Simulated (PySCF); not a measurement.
2H-1,3-oxazine (C₄H₅NO), SMILES C1=COCN=C1. Atoms are numbered in the order given.

```xyz
11

C     -0.1461    -1.4147     0.0000
C      1.0741    -0.8353     0.0000
O      1.2684     0.4837     0.0000
C      0.0956     1.3671     0.0000
N     -1.1985     0.7614     0.0000
C     -1.2929    -0.5148     0.0000
H     -0.2610    -2.4974     0.0000
H      2.0177    -1.3900     0.0000
H      0.2031     2.0101    -0.8920
H      0.2031     2.0101     0.8920
H     -2.3049    -0.9461     0.0000
```

The structure is a stationary point at B3LYP-D3(BJ)/def2-SVP. The geometry has at least one imaginary mode, so it is a saddle point at that level. Other conformers were not sampled.

Level of theory: TDA-M06-2X/def2-SVPD (PySCF 2.14.0).

Vertical excitations. Gas-phase values at a fixed geometry. State labels are in the subgroup Cs.

```csv
state,symmetry,energy (eV),λ (nm),f,main pairs
S1,A",4.55,272,0.005,HOMO−1→LUMO 95 %
S2,A',4.61,269,0.100,HOMO→LUMO 95 %
S3,A",5.93,209,0.019,HOMO→LUMO+1 96 %
S4,A",6.86,181,0.001,HOMO→LUMO+2 85 %
S5,A",7.04,176,0.000,HOMO→LUMO+3 97 %
S6,A",7.41,167,0.005,"HOMO→LUMO+4 63 %, HOMO→LUMO+7 14 %"
S7,A',7.43,167,0.011,HOMO−1→LUMO+1 87 %
S8,A',7.55,164,0.033,"HOMO→LUMO+5 82 %, HOMO−2→LUMO 14 %"
S9,A",7.57,164,0.000,HOMO−3→LUMO 74 %
S10,A",7.80,159,0.012,"HOMO→LUMO+6 46 %, HOMO→LUMO+7 42 %"
T1,A',2.90,427,0,HOMO→LUMO 96 %
T2,A",4.01,309,0,HOMO−1→LUMO 93 %
T3,A',5.54,224,0,"HOMO−2→LUMO 56 %, HOMO→LUMO+8 22 %, HOMO→LUMO+5 15 %"
T4,A",5.91,210,0,HOMO→LUMO+1 93 %
```
Triplets are in the Tamm–Dancoff approximation.
